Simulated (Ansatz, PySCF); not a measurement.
Si(H)2(OMe)(NH2) (CH₇NOSi), SMILES [SiH2](OC)N.

Geometry optimised at B3LYP-D3(BJ)/def2-SVP. One conformer was computed; it need not be the lowest.

Vertical ionisation energy (IE) and electron affinity (EA) in eV. Rows of orbital energies are one-electron estimates. Where ΔSCF, EOM or ADC give a negative EA the extra electron is unbound and the value depends on the basis.

```
level                                                                        IE     EA
------------------------------------------------------------------------  -----  -----
−ε(HOMO), −ε(LUMO), CAM-B3LYP/def2-TZVP (PySCF)                            9.27  -1.52
−ε(HOMO), −ε(LUMO), PBE/def2-TZVP (PySCF)                                  6.32   0.15
ΔSCF, CAM-B3LYP/def2-SVPD (Ansatz), final states of multiplicity 2 and 2  10.23  -1.85
ΔSCF, PBE/def2-SVPD (Ansatz), final states of multiplicity 2 and 2         9.44  -1.54
```

Question: What vertical singlet–triplet gap does ΔSCF give with CAM-B3LYP/def2-SVPD (Ansatz, a first-principles code) and with PBE/def2-SVPD (Ansatz)? (The exact figures need the calculation; the answer reports its results.)

Answer: 6.64 and 6.13 eV (triplet above singlet where positive).
